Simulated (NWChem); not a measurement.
Program: NWChem. System: BrSi, charge -1, spin multiplicity 3, at the geometry of a parent with another charge or spin, in a state set for the comparison that need not be this species' ground state. Its SCF solution wasn't tested for a lower state. Level: UHF/def2-TZVPD.

Part of the output:

```
             Northwest Computational Chemistry Package (NWChem) 7.3.0
             --------------------------------------------------------

                                NWChem Input Module
                                -------------------

 Scaling coordinates for geometry "geometry" by  1.889725989
 (inverse scale =  0.529177249)

 Turning off AUTOSYM since
 SYMMETRY directive was detected!

                             Geometry "geometry" -> ""
                             -------------------------

 Output coordinates in angstroms (scale by  1.889725989 to convert to a.u.)

  No.       Tag          Charge          X              Y              Z
 ---- ---------------- ---------- -------------- -------------- --------------
    1 Si                  14.0000     0.00000000     0.00000000     1.59956500
    2 Br                  35.0000     0.00000000     0.00000000    -0.63982600

 Effective nuclear repulsion energy (a.u.)     115.7890033540

            Nuclear Dipole moment (a.u.)
            ----------------------------
        X                 Y               Z
 ---------------- ---------------- ----------------
     0.0000000000     0.0000000000     0.0000000000

      Symmetry information
      --------------------

 Group name             C2v
 Group number             16
 Group order               4
 No. of unique centers     2

      Symmetry unique atoms

     1    2


 Summary of "ao basis" -> "" (spherical)
 ------------------------------------------------------------------------------
       Tag                 Description            Shells   Functions and Types
 ---------------- ------------------------------  ------  ---------------------
 *                         def2-tzvpd                 on all atoms

 Summary of "ao basis" -> "ao basis" (spherical)
 ------------------------------------------------------------------------------
       Tag                 Description            Shells   Functions and Types
 ---------------- ------------------------------  ------  ---------------------
 Si                        def2-tzvpd               15       43   6s5p3d1f
 Br                        def2-tzvpd               19       57   7s6p5d1f

                                 NWChem SCF Module
                                 -----------------

  ao basis        = "ao basis"
  functions       =   100
  atoms           =     2
  alpha electrons =    26
  beta  electrons =    24
  charge          =  -1.00
  wavefunction    = UHF
  use symmetry    = T
  symmetry adapt  = T

 Summary of "ao basis" -> "ao basis" (spherical)
 ------------------------------------------------------------------------------
       Tag                 Description            Shells   Functions and Types
 ---------------- ------------------------------  ------  ---------------------
 Si                        def2-tzvpd               15       43   6s5p3d1f
 Br                        def2-tzvpd               19       57   7s6p5d1f

      Symmetry analysis of basis
      --------------------------

        a1         44
        a2         10
        b1         23
        b2         23

 Forming initial guess at       0.1s

   Symmetry analysis of molecular orbitals - initial alpha
   -------------------------------------------------------

  Numbering of irreducible representations:

     1 a1          2 a2          3 b1          4 b2

  Orbital symmetries:

     1 a1          2 a1          3 a1          4 a1          5 b1
     6 b2          7 a1          8 a1          9 b2         10 b1
    11 a1         12 b1         13 b2         14 a1         15 a1
    16 b1         17 b2         18 a2         19 a1         20 a1
    21 a1         22 b1         23 b2         24 a1         25 b2
    26 b1         27 a1         28 b1         29 b2         30 a1
    31 a1         32 a1         33 a2         34 a1         35 b1
    36 b2

   Symmetry analysis of molecular orbitals - initial beta
   ------------------------------------------------------

  Numbering of irreducible representations:

     1 a1          2 a2          3 b1          4 b2

  Orbital symmetries:

     1 a1          2 a1          3 a1          4 a1          5 b1
     6 b2          7 a1          8 a1          9 b1         10 b2
[...]
   Bfn.  Coefficient  Atom+Function         Bfn.  Coefficient  Atom+Function
  ----- ------------  ---------------      ----- ------------  ---------------
    50     -3.776434  2 Br s                  6      3.443686  1 Si s
    68     -2.431862  2 Br pz                21     -1.781267  1 Si pz
     5      1.303175  1 Si s                 65     -0.966585  2 Br pz
    91     -0.574041  2 Br d  0              29      0.230316  1 Si d  0
     4     -0.168778  1 Si s                 34      0.158116  1 Si d  0

 Vector   28  Occ=0.000000D+00  E= 1.990894D-01  Symmetry=b1
              MO Center= -2.2D-17,  8.0D-20, -8.1D-01, r^2= 1.7D+01
   Bfn.  Coefficient  Atom+Function         Bfn.  Coefficient  Atom+Function
  ----- ------------  ---------------      ----- ------------  ---------------
    66      1.556170  2 Br px                19     -0.816377  1 Si px
    35     -0.448091  1 Si d  1              92     -0.302139  2 Br d  1
    63     -0.185479  2 Br px

 Vector   29  Occ=0.000000D+00  E= 1.990894D-01  Symmetry=b2
              MO Center=  1.5D-18,  1.7D-17, -8.1D-01, r^2= 1.7D+01
   Bfn.  Coefficient  Atom+Function         Bfn.  Coefficient  Atom+Function
  ----- ------------  ---------------      ----- ------------  ---------------
    67      1.556170  2 Br py                20     -0.816377  1 Si py
    33      0.448091  1 Si d -1              90      0.302139  2 Br d -1
    64     -0.185479  2 Br py

                     UHF Final Beta Molecular Orbital Analysis
                     -----------------------------------------

 Vector   22  Occ=1.000000D+00  E=-2.326186D-01  Symmetry=b2
              MO Center=  7.4D-16, -2.6D-16, -5.6D-01, r^2= 1.7D+00
   Bfn.  Coefficient  Atom+Function         Bfn.  Coefficient  Atom+Function
  ----- ------------  ---------------      ----- ------------  ---------------
    61      0.515001  2 Br py                55     -0.335730  2 Br py
    64      0.319858  2 Br py                58      0.292078  2 Br py

 Vector   23  Occ=1.000000D+00  E=-2.326186D-01  Symmetry=b1
              MO Center=  2.3D-16, -4.2D-16, -5.6D-01, r^2= 1.7D+00
   Bfn.  Coefficient  Atom+Function         Bfn.  Coefficient  Atom+Function
  ----- ------------  ---------------      ----- ------------  ---------------
    60      0.515001  2 Br px                54     -0.335730  2 Br px
    63      0.319858  2 Br px                57      0.292078  2 Br px

 Vector   24  Occ=1.000000D+00  E=-1.534513D-01  Symmetry=a1
              MO Center=  1.3D-16,  2.3D-17,  1.6D+00, r^2= 3.3D+00
   Bfn.  Coefficient  Atom+Function         Bfn.  Coefficient  Atom+Function
  ----- ------------  ---------------      ----- ------------  ---------------
     4      0.471820  1 Si s                  5      0.389993  1 Si s
    62     -0.286570  2 Br pz                 3     -0.281642  1 Si s
    18      0.223185  1 Si pz                 6      0.205948  1 Si s
    65     -0.199290  2 Br pz                56      0.181039  2 Br pz
    59     -0.156689  2 Br pz

 Vector   25  Occ=0.000000D+00  E= 1.662691D-01  Symmetry=a1
              MO Center=  9.7D-19, -2.6D-18, -3.4D+00, r^2= 1.1D+01
   Bfn.  Coefficient  Atom+Function         Bfn.  Coefficient  Atom+Function
  ----- ------------  ---------------      ----- ------------  ---------------
    50     -3.754964  2 Br s                  6      3.420311  1 Si s
    68     -2.432340  2 Br pz                21     -1.763502  1 Si pz
     5      1.303079  1 Si s                 65     -0.954503  2 Br pz
    91     -0.575350  2 Br d  0              29      0.223595  1 Si d  0
     4     -0.165949  1 Si s

 Vector   26  Occ=0.000000D+00  E= 1.957907D-01  Symmetry=b1
              MO Center= -3.7D-18, -3.6D-20, -4.8D-01, r^2= 1.8D+01
   Bfn.  Coefficient  Atom+Function         Bfn.  Coefficient  Atom+Function
  ----- ------------  ---------------      ----- ------------  ---------------
    66      1.513109  2 Br px                19     -0.643282  1 Si px
    35     -0.494949  1 Si d  1              92     -0.344495  2 Br d  1
    63     -0.205219  2 Br px                16      0.187023  1 Si px

 Vector   27  Occ=0.000000D+00  E= 1.957907D-01  Symmetry=b2
              MO Center= -1.3D-17,  1.6D-17, -4.8D-01, r^2= 1.8D+01
   Bfn.  Coefficient  Atom+Function         Bfn.  Coefficient  Atom+Function
  ----- ------------  ---------------      ----- ------------  ---------------
    67      1.513109  2 Br py                20     -0.643282  1 Si py
    33      0.494949  1 Si d -1              90      0.344495  2 Br d -1
    64     -0.205219  2 Br py                17      0.187023  1 Si py

 center of mass
 --------------
 x =   0.00000000 y =   0.00000000 z =  -0.11177449

 moments of inertia (a.u.)
 ------------------
         371.106909413191           0.000000000000           0.000000000000
           0.000000000000         371.106909413191           0.000000000000
           0.000000000000           0.000000000000           0.000000000000

  Mulliken analysis of the total density
  --------------------------------------

    Atom       Charge   Shell Charges
 -----------   ------   -------------------------------------------------------
    1 Si  14    14.57   2.00  0.59  1.38  1.01  0.81  0.19  4.11  1.74  0.43  1.18  0.98  0.04  0.07  0.03  0.02
    2 Br  35    35.43   2.00  2.00  1.16  0.78  0.97  1.02  0.01  6.00  5.94  1.26  2.85  1.32  0.05  8.98  1.02 -0.01  0.04  0.04  0.00

  Mulliken analysis of the alpha density
  --------------------------------------

    Atom       Charge   Shell Charges
 -----------   ------   -------------------------------------------------------
    1 Si  14     8.24   1.00  0.30  0.69  0.51  0.44  0.06  2.07  0.85  0.30  1.00  0.92  0.02  0.04  0.03  0.01
    2 Br  35    17.76   1.00  1.00  0.58  0.39  0.49  0.51  0.01  3.00  2.97  0.64  1.44  0.63  0.03  4.49  0.51 -0.00  0.02  0.04  0.00

   Mulliken analysis of the beta density
   -------------------------------------

    Atom       Charge   Shell Charges
 -----------   ------   -------------------------------------------------------
    1 Si  14     6.32   1.00  0.30  0.69  0.50  0.37  0.12  2.03  0.88  0.13  0.18  0.06  0.02  0.03 -0.00  0.01
    2 Br  35    17.68   1.00  1.00  0.58  0.39  0.48  0.51  0.00  3.00  2.97  0.62  1.41  0.69  0.01  4.49  0.51 -0.01  0.01 -0.00  0.00

   Mulliken analysis of the spin density
   -------------------------------------

    Atom       Charge   Shell Charges
 -----------   ------   -------------------------------------------------------
    1 Si  14     1.92   0.00  0.00 -0.00  0.01  0.06 -0.06  0.04 -0.03  0.17  0.82  0.86  0.01  0.02  0.03 -0.00
    2 Br  35     0.08   0.00  0.00  0.00 -0.00  0.00 -0.00  0.01  0.00  0.00  0.03  0.03 -0.06  0.02 -0.00 -0.00  0.01  0.01  0.05  0.00

       Multipole analysis of the density wrt the origin
       ------------------------------------------------

     L   x y z        total         alpha         beta         nuclear
     -   - - -        -----         -----         ----         -------
     0   0 0 0     -1.000000    -26.000000    -24.000000     49.000000

     1   1 0 0     -0.000000     -0.000000     -0.000000      0.000000
     1   0 1 0     -0.000000     -0.000000      0.000000      0.000000
     1   0 0 1     -1.809326     -3.684893      1.875567      0.000000

     2   2 0 0    -29.614647    -19.018608    -10.596039      0.000000
     2   1 1 0     -0.000000      0.000000     -0.000000      0.000000
     2   1 0 1      0.000000      0.000000     -0.000000      0.000000
     2   0 2 0    -29.614647    -19.018608    -10.596039      0.000000
     2   0 1 1     -0.000000      0.000000     -0.000000      0.000000
     2   0 0 2    -38.285901   -119.303191    -98.067016    179.084306

 Task  times  cpu:        4.8s     wall:        4.8s

 Total times  cpu:        4.8s     wall:        4.8s
```

Write an NWChem input that would produce this output.

Several could match; the one computed here: 
```
start mol
memory heap 200 mb stack 900 mb global 1100 mb
charge -1
geometry units angstroms nocenter noautoz
  Si     0.000000     0.000000     1.599565
  Br     0.000000     0.000000    -0.639826
  symmetry group C2v
end
basis spherical
  * library def2-tzvpd
end
scf
  uhf
  nopen 2
  maxiter 100
  thresh 1e-7
  semidirect memsize 60000000 filesize 0
  # guess.movecs holds the orbitals of an unrestricted PBE0 run
  vectors input guess.movecs output mol.movecs
end
task scf energy
```
